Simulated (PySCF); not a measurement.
HSi, SMILES [SiH] (connectivity only; charge and spin as stated), charge +1, multiplicity 1. Coordinates come from a r2SCAN-D4/def2-TZVPD optimisation.

TDA-PBE/def2-TZVPD run with PySCF puts the lowest singlet excitations at 3.32, 3.32, 9.47, 9.47, 9.66, 10.66 eV.

**Question.** What are the lowest excitation roots from ADC(3)/aug-cc-pVDZ run with PySCF? (The exact figures need the calculation; the answer reports its results.)

**Answer.** 3.20, 3.20, 6.93, 9.24, 9.24, 9.91 eV. S1 differs by -0.12 eV (second minus first; roots are paired by order, and the bases may differ).
